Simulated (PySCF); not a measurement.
# Magnetic susceptibility: `InChI=1S/C3H5.Al.2H/c1-2-3-1;;;/h1H,2-3H2;;;`

Geometry (Å), atoms numbered from 1 in this order:
```xyz
11

Al    1.8092    0.0117    0.2434
C    -0.0816   -0.3988    0.6466
C    -0.8745   -0.5587   -0.6421
C    -0.9877    0.7055    0.1243
H     2.0497    0.8283   -1.0557
H     3.0597   -0.3859    1.0644
H    -0.5032   -0.9471    1.4887
H    -1.7135   -1.2391   -0.6587
H    -0.3282   -0.5178   -1.5804
H    -1.9072    0.9192    0.6491
H    -0.5172    1.5854   -0.3057
```

Theory: GIAO BLYP/cc-pVDZ magnetisability, rotational g tensor and spin-rotation constants, non-relativistic, gas phase in PySCF. Geometry: GFN2-xTB.

Problem. What are the magnetisability and the molar susceptibility?

Solution. Isotropic -847 × 10⁻³⁰ J/T², or -51.0 × 10⁻⁶ cm³/mol; principal values -920, -844, -775 × 10⁻³⁰ J/T², anisotropy 126 × 10⁻³⁰ J/T² (root of half the summed squared differences of the principal values). The susceptibility is in cgs units.

Problem. Split it along the inertial axes a, b, c into diamagnetic and paramagnetic parts about the centre of mass, with the quadrupole moment.

Solution. 
```
axis  χ (10⁻⁶ cm³/mol)  diamagnetic (10⁻⁶ cm³/mol)  paramagnetic (10⁻⁶ cm³/mol)  summed x² of all electrons (Å²)  quadrupole Θ (D Å)
   a             -49.8                      -165.0                        115.2                             78.7               -3.01
   b             -50.8                      -417.2                        366.4                             19.3               +4.97
   c             -52.3                      -415.9                        363.5                             19.6               -1.96
```
Anisotropies 2χaa − χbb − χcc = +3.6 and 2χbb − χaa − χcc = +0.5 × 10⁻⁶ cm³/mol. Θ is traceless in Buckingham's convention.

Problem. And the rotational g tensor?

Solution. 
```tsv
axis	rotational constant (GHz)	g	nuclear part	electronic part
a	14.3132	-0.0605	0.7144	-0.7749
b	3.6435	-0.0217	0.6055	-0.6272
c	3.5499	-0.0118	0.5945	-0.6063
```
Asymmetric top; isotopes 27Al, 12C, 1H; no vibrational averaging.
